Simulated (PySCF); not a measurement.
Vertical excitation energies

Species: C₄H₈FNS.
Z-matrix (Å and degrees, GFN2-xTB geometry), rows numbered from 1:
```
C 
C   1  1.5229
C   2  1.5300  1  111.53
F   3  1.3858  2  109.39  1    65.42
C   3  1.5083  2  111.51  1  -173.17
N   5  1.3357  3  116.96  2  -110.12
S   5  1.6367  3  120.33  2    68.41
H   1  1.0874  2  110.33  3   -57.57
H   1  1.0875  2  110.57  3    62.63
H   1  1.0865  2  110.07  3  -177.44
H   2  1.0922  1  110.09  3   120.25
H   2  1.0904  1  110.60  3  -119.89
H   3  1.0970  2  110.28  1   -51.11
H   6  1.0065  5  118.91  3  -178.98
H   6  1.0080  5  121.03  3    -4.87
```

Method used: TDDFT PBE0/def2-SVPD, vertical, gas phase, core orbitals frozen in the response in PySCF.

```tsv
state	λ (nm)	E (eV)	f	main configurations (H = HOMO, L = LUMO)
S1	353.7	3.51	0.0000	H→L (100%)
S2	241.6	5.13	0.145	H-1→L (86%), H→L+1 (9%)
S3	211.2	5.87	0.111	H→L+1 (87%)
S4	198.9	6.23	0.0029	H-1→L+1 (96%)
S5	188.4	6.58	0.0098	H→L+2 (90%)
S6	186.4	6.65	0.038	H→L+3 (62%), H→L+5 (34%)
S7	180.2	6.88	0.022	H→L+4 (40%), H→L+5 (30%), H→L+3 (22%)
S8	178.4	6.95	0.082	H→L+4 (50%), H→L+5 (25%), H→L+3 (11%)
```

Triplets (Tamm–Dancoff): T1 3.18 eV, H→L (99%); T2 3.29 eV, H-1→L (98%); T3 5.59 eV, H→L+1 (89%).

The lowest singlet comes at 354 nm (338 kJ/mol) in the ultraviolet; it is dark (f under 0.0005); its leading configuration is HOMO→LUMO (100%). The most intense listed level is S2 at 5.13 eV (242 nm, f = 0.145), 1.63 eV above S1. S1 has the pattern of n→π* at C=S. The listed states span 3.44 eV, and the widest gap between neighbours is 1.63 eV (S1 to S2). Weighted by f, the mean energy of these states is 5.97 eV. The oscillator strengths of these states sum to 0.411; summed over the whole spectrum of an exact calculation they would give the number of electrons, 64 (Thomas–Reiche–Kuhn). No computed singlet lies in the visible range (380 to 750 nm); the lowest, at 354 nm, stands 0.24 eV above its violet end (3.26 eV); a Tamm–Dancoff triplet lies at 390 nm, without intensity as long as spin–orbit coupling is left out. Only the lowest 8 singlets were computed, as vertical energies without vibronic structure.

On one thread, x86-64 server, shared host, this took 21 s of wall time.

One conformer stands for the species.
